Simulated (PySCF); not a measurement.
Computed IR spectrum (relative IR intensity) of a molecule C₂H₆Cl₂OSn. Coordinates come from a B3LYP-D3(BJ)/def2-SVP optimisation. The def2 effective core potentials stand for the cores of Sn; spin–orbit coupling is left out. One conformer was computed; it need not be the lowest. The numbers are results of B3LYP-D3(BJ)/def2-SVP run with PySCF, not measurements. Frequencies are harmonic and unscaled.

ν (cm⁻¹): 111 (vw), 122 (vw), 187 (w), 263 (w), 356 (w), 373 (m), 525 (w), 566 (m), 782 (m), 785 (m), 1097 (vs), 1429 (vw), 1466 (w), 1481 (w), 2984 (m), 3054 (m), 3089 (w) (against the strongest line: vs over 80 %, s over 45 %, m over 15 %, w over 4 %, vw less)

Identify the compound among the candidates.
A) CC[O][SnH]([Cl])[Cl]
B) C[O][Sn]([CH3])([Cl])[Cl]
C) C[CH2][Sn]([OH])([Cl])[Cl]

B, C[O][Sn]([CH3])([Cl])[Cl]
